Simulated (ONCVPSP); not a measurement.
silver: variants of one ONCV potential

Base potential:

```
Element                 : silver (Ag)
Generator               : ONCVPSP 4.0.1
Type                    : optimised norm-conserving Vanderbilt (ONCV)
Functional              : LDA (Perdew-Wang 92)
Relativity              : scalar-relativistic
Frozen core             : [Ar] 3d10
Valence charge          : 19
Reference configuration : 4s2 4p6 4d10 5s0.75 5p0.25
Partial waves           : 4s+5s: rc 1.70 bohr, ncon 4, nbas 9, qcut 9 1/bohr, 2 projectors; 4p+5p: rc 2.00 bohr, ncon 3, nbas 6, qcut 6.3 1/bohr, 2 projectors; 4d: rc 1.75 bohr, ncon 4, nbas 8, qcut 7.1 1/bohr, 2 projectors, debl 1.4 Ha
Local potential         : polynomial inside 1.50 bohr (lpopt 5, dvloc0 1 Ha)
Core correction         : Teter function, fcfact 4.75, rcfact 1.2
```

All-electron outer shells of the reference configuration (LDA (PZ), scalar-relativistic, ld1.x):

```json
{"shell": "3p", "level (eV)": "-557.75", "outermost node (bohr)": "0.15", "outermost maximum (bohr)": "0.32"}
{"shell": "3d", "level (eV)": "-359.43", "outermost node (bohr)": "–", "outermost maximum (bohr)": "0.27"}
{"shell": "4s", "level (eV)": "-95.62", "outermost node (bohr)": "0.44", "outermost maximum (bohr)": "0.82"}
{"shell": "4p", "level (eV)": "-59.21", "outermost node (bohr)": "0.44", "outermost maximum (bohr)": "0.87"}
{"shell": "4d", "level (eV)": "-8.20", "outermost node (bohr)": "0.43", "outermost maximum (bohr)": "1.04"}
{"shell": "5s", "level (eV)": "-5.10", "outermost node (bohr)": "1.11", "outermost maximum (bohr)": "2.46"}
{"shell": "5p", "level (eV)": "-1.17", "outermost node (bohr)": "1.25", "outermost maximum (bohr)": "3.62"}
```

Cutoffs, loose and tight: the cutoffs (Ha) at which the residual kinetic energy of the hardest occupied pseudo-wave falls to 1 and 0.1 mHa per electron. They do not see the model core or the augmentation charge, which bear on the density cutoff. Test errors are all-electron minus pseudo excitation energies from the reference, over the configurations 4s2 4p6 4d10 5s1 5p0; 4s2 4p6 4d10 5s0 5p0; 4s2 4p6 4d9 5s0 5p0; 4s1 4p6 4d10 5s1 5p0. A dash means not determined; rows that change the core or the reference have their own tests. The largest error is taken over the tests solved by every variant that gives reliable tests at all: 4s1 4p6 4d10 5s1 5p0; 4s2 4p6 4d10 5s0 5p0; 4s2 4p6 4d10 5s1 5p0.

| change | outcome | cutoff, loose | cutoff, tight | bound ghosts | GHOST(+) flags above zero | largest test error (meV) |
| --- | --- | --- | --- | --- | --- | --- |
| base | generated | 23 Ha | 40 Ha | none | none | -427 |
| all radii but the core radius scaled by about 0.78 (s 1.32, p 1.56, d 1.36 bohr); local potential polynomial inside 1.18 bohr (lpopt 5, dvloc0 1 Ha) | generated | 47 Ha | 121 Ha | none | s | -125 |
| all radii but the core radius scaled by about 0.87 (s 1.48, p 1.74, d 1.52 bohr); local potential polynomial inside 1.30 bohr (lpopt 5, dvloc0 1 Ha) | generated | 28 Ha | 92 Ha | none | s | -232 |
| all radii but the core radius scaled by about 0.96 (s 1.64, p 1.92, d 1.68 bohr); local potential polynomial inside 1.44 bohr (lpopt 5, dvloc0 1 Ha) | generated | 25 Ha | 56 Ha | none | p | -389 |
| all radii but the core radius scaled by about 1.06 (s 1.80, p 2.12, d 1.86 bohr); local potential polynomial inside 1.58 bohr (lpopt 5, dvloc0 1 Ha) | generated | 22 Ha | 26 Ha | none | none | -544 |
| all radii but the core radius scaled by about 1.13 (s 1.92, p 2.26, d 1.98 bohr); local potential polynomial inside 1.70 bohr (lpopt 5, dvloc0 1 Ha) | generated | 21 Ha | 24 Ha | none | none | -680 |
| all radii but the core radius scaled by about 1.21 (s 2.06, p 2.42, d 2.12 bohr); local potential polynomial inside 1.80 bohr (lpopt 5, dvloc0 1 Ha) | generated | 20 Ha | 22 Ha | none | none | -786 |
| all radii but the core radius scaled by about 1.32 (s 2.24, p 2.64, d 2.30 bohr); local potential polynomial inside 1.98 bohr (lpopt 5, dvloc0 1 Ha) | generated | 18 Ha | 22 Ha | none | none | -819 |

Reading the sweep of the scale of all radii but the core radius (base = 1) (base included, trends over the rows without a ghost): The loose cutoff falls from 47 Ha at 0.78 to 18 Ha at 1.32. A larger radius leaves more room for a smooth pseudo-wave, so fewer plane waves are needed; a smaller one forces it to follow the all-electron wave where it bends sharply.
